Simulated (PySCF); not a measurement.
This PySCF input asks for the NMR shieldings of SMILES [SiH3]N([SiH3])c1ccsc1, C$_{4}$H$_{9}$NSSi$_{2}$; the geometry comes from PBE0-D3(BJ)/def2-SVP.

```python
import basis_set_exchange as bse
import numpy as np
from pyscf import gto, dft
from pyscf.prop import nmr

atoms = """
Si   -2.018006    0.787481    1.033938
N    -1.155884   -0.378163    0.035610
Si   -1.952371   -1.378070   -1.174787
C     0.228120   -0.531306    0.243648
C     1.134409   -1.009211   -0.760142
C     2.429126   -1.059536   -0.322104
S     2.578075   -0.519996    1.296930
C     0.889412   -0.233432    1.418172
H    -1.301121    2.096322    1.005500
H    -2.117754    0.345340    2.460425
H    -3.392409    0.920844    0.475621
H    -3.420157   -1.202372   -0.993642
H    -1.585330   -0.978868   -2.569356
H    -1.567772   -2.809026   -0.990172
H     0.834946   -1.286332   -1.772226
H     3.308942   -1.375316   -0.880560
H     0.462537    0.118215    2.356057
"""
names = dict.fromkeys(["Si", "N", "C", "S", "H"], "pcSseg-1")
basis = {el: gto.basis.parse(bse.get_basis(n, elements=[el], fmt="nwchem")) for el, n in names.items()}
mol = gto.M(atom=atoms, basis=basis, charge=0, verbose=0)
mf = dft.RKS(mol, xc="HYB_GGA_XC_WB97X_D")
mf.grids.level = 2
mf.grids.alignment = dft.numint.BLKSIZE   # the property module wants whole blocks of grid points
mf.conv_tol = 1e-9
mf.kernel()

calc = nmr.RKS(mf)   # GIAO
C = mf.mo_coeff
Co = C[:, mf.mo_occ > 0]
resp = mf.gen_response(singlet=True, hermi=2)
def vind(x):   # induced exchange potential for any number of trial vectors
    d = np.einsum("pi,xij,qj->xpq", C, 2 * x.reshape(-1, C.shape[1], Co.shape[1]), Co, optimize=True)
    return np.einsum("xpq,pi,qj->xij", resp(d - d.transpose(0, 2, 1)), C, Co, optimize=True).ravel()
mo1, _ = nmr.rhf.solve_mo1(calc, with_cphf=vind)
sigma = calc.kernel(mo1)
for i, s in enumerate(sigma):   # ppm
    print("%2d %-2s %9.2f" % (i, mol.atom_pure_symbol(i), np.trace(s) / 3))
```

Task: What does it print?

Result: 
```
 0 Si    398.10
 1 N     227.36
 2 Si    398.06
 3 C      30.32
 4 C      58.30
 5 C      48.53
 6 S     300.87
 7 C      71.02
 8 H      26.75
 9 H      26.44
10 H      26.60
11 H      26.59
12 H      26.40
13 H      26.70
14 H      24.39
15 H      24.23
16 H      25.00
```

These numbers come from an equivalent density-fitted implementation of the same equations, which agrees with the script to about 0.01 ppm for H and up to a few tenths of a ppm for heavy atoms, so last digits may differ.

Task: Turn these shieldings into chemical shifts. References, each an isolated molecule treated in the same way: 29Si (σ = 352.93 ppm), 13C (σ = 184.54 ppm), 1H (σ = 31.38 ppm) vs TMS; NH3 for 15N (σ = 263.98 ppm); 33S (σ = 493.71 ppm) against CS2.

Result: Averaging equivalent atoms: Si 0/2: -45.2; N 1: 36.6; C 3: 154.2; C 5: 136.0; C 4: 126.2; C 7: 113.5; S 6: 193; H 15: 7.15; H 14: 6.99; H 16: 6.38; H 8/9/10/11/12/13: 4.80 ppm. Experimental scales use liquid or dissolved standards, which lie at an offset from isolated NH3 (liquid NH3: subtract about 20 ppm).

Size and cost of the density-fitted run: 202 basis functions, 64 s wall time on 1 thread of an x86-64 server CPU, shared host.
